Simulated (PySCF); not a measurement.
Molfile (atoms numbered from 1):
```
C7H8NOP
     RDKit          3D

 18 18  0  0  0  0  0  0  0  0999 V2000
    2.8846    0.5423   -0.1056 C   0  0  0  0  0  0  0  0  0  0  0  0
    2.2279   -0.7791    0.1490 C   0  0  0  0  0  0  0  0  0  0  0  0
    2.8267   -1.8150    0.3484 O   0  0  0  0  0  0  0  0  0  0  0  0
    0.7469   -0.8031    0.1541 C   0  0  0  0  0  0  0  0  0  0  0  0
    0.0923    0.3196   -0.0627 N   0  0  0  0  0  0  0  0  0  0  0  0
   -1.2236    0.3892   -0.0753 C   0  0  0  0  0  0  0  0  0  0  0  0
   -1.8115    1.7411   -0.3366 C   0  0  0  0  0  0  0  0  0  0  0  0
   -2.0598   -0.7146    0.1381 C   0  0  0  0  0  0  0  0  0  0  0  0
   -1.5804   -1.9790    0.3820 C   0  0  0  0  0  0  0  0  0  0  0  0
    0.1105   -2.4131    0.4653 P   0  0  0  0  0  0  0  0  0  0  0  0
    2.5600    1.2523    0.6515 H   0  0  0  0  0  0  0  0  0  0  0  0
    3.9658    0.4390   -0.0869 H   0  0  0  0  0  0  0  0  0  0  0  0
    2.5584    0.9222   -1.0709 H   0  0  0  0  0  0  0  0  0  0  0  0
   -2.4308    1.7184   -1.2320 H   0  0  0  0  0  0  0  0  0  0  0  0
   -2.4385    2.0499    0.4985 H   0  0  0  0  0  0  0  0  0  0  0  0
   -1.0126    2.4641   -0.4721 H   0  0  0  0  0  0  0  0  0  0  0  0
   -3.1293   -0.5499    0.1063 H   0  0  0  0  0  0  0  0  0  0  0  0
   -2.2955   -2.7782    0.5372 H   0  0  0  0  0  0  0  0  0  0  0  0
  1  2  1  0
  2  3  2  0
  2  4  1  0
  4  5  2  0
  5  6  1  0
  6  7  1  0
  6  8  2  0
  8  9  1  0
  9 10  2  0
 10  4  1  0
  1 11  1  0
  1 12  1  0
  1 13  1  0
  7 14  1  0
  7 15  1  0
  7 16  1  0
  8 17  1  0
  9 18  1  0
M  END
```

- coordinates at the GFN2-xTB level
- GIAO PBE0/pcSseg-1 shieldings
- run in PySCF 2.14.0 with density-fitted response routines
- non-relativistic, no solvent, a single conformation, rapidly exchanging positions averaged

List the cross peaks expected in HSQC, COSY and HMBC spectra.

Results:



HSQC (one-bond C–H):
```tsv
δH	δC
9.82 (H18)	178.6 (C9)
7.72 (H17)	130.4 (C8)
2.94 (H14/H15/H16)	29.7 (C7)
2.78 (H11/H12/H13)	26.8 (C1)
```

COSY cross peaks (H two or three bonds apart, from the bond graph; peaks can be absent where the dihedral angle is near 90°):
```tsv
δH	δH
9.82 (H18)	7.72 (H17)
```

HMBC (two and three bonds, from the bond graph):
```tsv
δH	δC
9.82 (H18)	198.1 (C4), 160.2 (C6), 130.4 (C8)
7.72 (H17)	178.6 (C9), 160.2 (C6), 29.7 (C7)
2.94 (H14/H15/H16)	160.2 (C6), 130.4 (C8)
2.78 (H11/H12/H13)	206.2 (C2), 198.1 (C4)
```

Referencing at the same level of theory: TMS for 1H, 13C.

Short H···H contacts in this conformer between protons four or more bonds apart (candidates for NOE cross peaks, intensity ∝ r⁻⁶): H15···H17 2.72 Å.

Shifts are as computed. Against solution values, carbons near 30 ppm lie about +3 ppm off and those near 130 ppm about +5 ppm. Of 1211 compounds with measured shifts, 218 miss one by over three times the rms of a fit or turn the order of signals round; such compounds aren't used in these exercises.
